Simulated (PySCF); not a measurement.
C3H7NSi, SMILES [SiH3]C1=NCC1. Heavy atoms are numbered as in [SiH3:1][C:2]1=[N:3][CH2:4][CH2:5]1. Hydrogens are named by the atom that carries them.

Coordinates come from a PBE0-D3(BJ)/def2-SVP optimisation. This is a generated structure with no PubChem entry under its InChIKey; it may be hypothetical.

Calculation: PBE/def2-TZVP run with PySCF.

ESP charges are fitted to the potential on shells at 1.4 to 2.0 van der Waals radii. Atomic charges (e), one atom of each kind:

```tsv
atom	Mulliken	IAO	ESP fit
Si1 (SiH3)	0.14	0.54	-0.08
C2	-0.03	-0.10	0.65
N3	-0.18	-0.28	-0.63
C4 (CH2)	-0.10	-0.15	0.35
C5 (CH2)	-0.22	-0.32	-0.62
H on Si1	-0.02	-0.10	-0.01
H on C4	0.10	0.15	0.02
H on C5	0.11	0.15	0.16
```

Computed Mayer and Wiberg (Löwdin basis) orders of the bonds:
| bond | Mayer | Wiberg |
|---|---|---|
| Si1–C2 | 0.97 | 1.13 |
| C2–N3 | 1.84 | 2.11 |
| N3–C4 | 1.06 | 1.28 |
| C2–C5 | 1.01 | 1.20 |
| C4–C5 | 1.05 | 1.18 |
